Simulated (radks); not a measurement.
The numbers below are computed, except where a source is named.
Species: Rb II. Configuration: [Kr] (the NIST ground configuration). Level of theory: scalar-relativistic Kohn-Sham, SCAN, spin-polarised, spherical densities, finite nucleus; meta-GGA in the generalised Kohn-Sham scheme; Fermi nuclear charge, rms radius 4.2036 fm (a radial shooting solver on a logarithmic mesh with Libxc functionals).

Normalised radial functions P(r) = r R(r), r in bohr:

r	3d	4s	4p
0.002644	0.0000	0.0541	0.0015
0.003443	0.0000	0.0677	0.0024
0.004483	0.0001	0.0837	0.0039
0.005837	0.0002	0.1023	0.0063
0.007601	0.0004	0.1227	0.0101
0.009897	0.0009	0.1437	0.0161
0.01289	0.0018	0.1627	0.0254
0.01678	0.0037	0.1755	0.0396
0.02185	0.0077	0.1759	0.0602
0.02845	0.0156	0.1559	0.0892
0.03705	0.0310	0.1073	0.1272
0.04863	0.0611	0.0219	0.1739
0.06332	0.1140	-0.0902	0.2191
0.08245	0.2040	-0.2090	0.2490
0.1074	0.3461	-0.2905	0.2405
0.1398	0.5499	-0.2771	0.1682
0.182	0.8078	-0.1288	0.0205
0.237	1.0838	0.1325	-0.1786
0.3087	1.3026	0.3891	-0.3528
0.4019	1.3812	0.4708	-0.3993
0.5233	1.2679	0.2616	-0.2449
0.6815	0.9894	-0.1845	0.0884
0.8874	0.6432	-0.6611	0.4829
1.165	0.3311	-0.9281	0.7773
1.517	0.1349	-0.8730	0.8424
1.975	0.0403	-0.6003	0.6932
2.572	0.0083	-0.3035	0.4399
3.348	0.0010	-0.1067	0.2101
4.36	0.0001	-0.0239	0.0714
5.677	0.0000	-0.0031	0.0160

3d: eigenvalue -111.36 eV, 0 radial nodes, <r> = 0.525 bohr, 90 % of the charge inside 0.855 bohr. 4s: eigenvalue -38.782 eV, 3 radial nodes at r = 0.0514, 0.209, 0.617 bohr, <r> = 1.46 bohr, 90 % of the charge inside 2.16 bohr. 4p: eigenvalue -22.183 eV, 2 radial nodes at r = 0.187, 0.641 bohr, <r> = 1.71 bohr, 90 % of the charge inside 2.58 bohr.
